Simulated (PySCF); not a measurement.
## Computed properties of AlFHIO, SMILES [Al]([OH])([I])[F]

Al(F)(I)(OH) (AlFHIO), SMILES [OH][Al]([F])[I]. The structure is a stationary point at B3LYP-D3(BJ)/def2-SVP. The def2 effective core potentials stand for the cores of I; spin–orbit coupling is left out. One conformer was computed; it need not be the lowest. All values are computed for the isolated molecule unless a solvent is named; none is compared with measurement here.

**Structure.** The optimised structure has Cs symmetry. All 9 harmonic modes at B3LYP-D3(BJ)/def2-SVP (PySCF) are real, so it is a minimum. With heavy atoms numbered as in [Al:1]([F:2])([I:3])[OH:4], the shortest bond between them is Al1–F2 at 1.661 Å and the longest Al1–I3 at 2.450 Å.

**Vibrations.** The strongest infrared lines (harmonic, unscaled, degenerate partners summed) lie at 821 cm⁻¹ (184 km/mol, F 37 %, Al 35 %, O 21 %), 345 cm⁻¹ (165 km/mol, H 85 %, O 12 %), 557 cm⁻¹ (140 km/mol, H 70 %, O 25 %). The softest mode is at 152 cm⁻¹ and the zero-point energy is 10.8 kcal/mol.

**Electronic structure.** HF/def2-TZVPD (PySCF) places the frontier levels at -10.60 and 0.69 eV, a gap of 11.29 eV, and gives a dipole moment of 1.37 D and a mean polarisability of 55.6 bohr³.

**Excitations.** TDDFT-ωB97X/def2-SVPD (PySCF) has S1 at 5.80 eV (214 nm, f = 0.023, weak); the most intense of the 10 singlets computed lies at 8.09 eV (f = 0.11). T1 (TDA) is at 5.47 eV. No vertical singlet excitation falls in the visible range (under 3.1 eV).
